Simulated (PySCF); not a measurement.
An unknown is described by computed data only.

Formula: C2H8BN.

| Property | Result |
| --- | --- |
| Rotational structure | rotational constants A, B, C: 8.281, 7.406, 4.105 GHz [PBE0-D3(BJ)/def2-TZVP] |
| NMR, other nuclei | isotropic shieldings of nuclei other than C and H, by class: 55 (1 B), 160 (1 N) ppm [GIAO B97-2/pcSseg-2] |
| Couplings | largest of the computed one-bond spin–spin couplings (means over like bonds): 13C–1H +121.1 (×6), 15N–1H -84.7 (×2), 13C–11B +55.3 (×2), 15N–11B -28.3 Hz [B3LYP/pcJ-2, spin–dipole term left out for some pairs] |
| 13C NMR | chemical shifts (computed TMS as zero) by class: 6.2 (2 C) ppm [GIAO B97-2/pcSseg-2] |
| Dipole | 1.23 D [B97-2/pcSseg-2] |
| 1H NMR | chemical shifts (computed TMS as zero) by class: 3.55 (2 H), 0.29 (6 H) ppm [GIAO B97-2/pcSseg-2] |

Electronic properties: PySCF, gas phase, density fitting. Levels stand in brackets. Isolated species at its PBE0-D3(BJ)/def2-TZVP geometry, gas phase. NMR values are class means; diastereotopic atoms form classes of their own.

Question: What is the compound? Reason from the data.

Answer: Numbering: `[CH3:1][B:2]([CH3:3])[NH2:4]`. 2 carbons fall into 1 class: sp3 carbon bound to boron [C1/C3] (6.2 ppm, 2 C). Hydrogen classes from least to most shielded: 2 H on a boron-bound nitrogen, N4 (3.55 ppm), 6 H on 2 like atoms (sp3 carbon bound to boron), C1/C3 (0.29 ppm). The other shieldings belong to: 55 ppm, three-coordinate boron [B2]; 160 ppm, boron-bound nitrogen [N4]. The couplings run between: +121.1 Hz, sp3 carbon bound to boron [C1] and its hydrogen (with 5 like pairs); -84.7 Hz, boron-bound nitrogen [N4] and its hydrogen (with 1 like pair); +55.3 Hz, sp3 carbon bound to boron [C1] and three-coordinate boron [B2] (with 1 like pair); -28.3 Hz, boron-bound nitrogen [N4] and three-coordinate boron [B2]. The optimised geometry has point group C2v and is an asymmetric top. Structure: aminodimethylborane (`B(C)(C)N`). The assignments are read from this structure; whether some other isomer fits the data as well wasn't checked.

The values belong to the conformer `[CH3:1][B:2]([CH3:3])[NH2:4]`: H–N4–B2–C1 180°, H–N4–B2–C1 0°.
